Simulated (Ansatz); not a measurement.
C₂H₆BClSi (`B/C([SiH3])=C\Cl`), relaxed with RKS PBE0-D4/def2-TZVP in Ansatz from a PBE-D4/def2-SVP geometry. The force threshold is 0.005 eV/Å; the program also tests the step.

The species carries charge 0 and has multiplicity 1.

Start:

```xyz
11

B     1.599    0.247   -0.489
C     0.233   -0.120    0.144
Si   -1.344    0.560   -0.646
C     0.088   -0.909    1.247
Cl    1.364   -1.668    2.140
H     1.633    0.918   -1.505
H     2.644   -0.117    0.014
H    -2.553    0.122    0.142
H    -1.473    0.060   -2.060
H    -1.301    2.063   -0.682
H    -0.891   -1.158    1.696
```

Task: By how much does the energy fall, and how many steps does the optimiser take? (An estimate is asked.)

Result: Computed: 0.05 eV, in 10 steps, 1 of them rejected.

Task: Which bonds change most? (Estimate.)

Result: Computed: C2–C4 from 1.363 to 1.341 Å; B1–H7 from 1.215 to 1.194 Å; C2–Si3 from 1.891 to 1.869 Å; B1–H6 from 1.219 to 1.198 Å.

Task: Give the relaxed structure. (Best estimate.)

Result: Computed: 
```xyz
11

B     1.589    0.235   -0.488
C     0.228   -0.117    0.142
Si   -1.334    0.551   -0.638
C     0.084   -0.885    1.233
Cl    1.348   -1.621    2.131
H     1.625    0.916   -1.473
H     2.614   -0.155   -0.016
H    -2.524    0.090    0.128
H    -1.444    0.080   -2.043
H    -1.305    2.037   -0.647
H    -0.880   -1.129    1.672
```
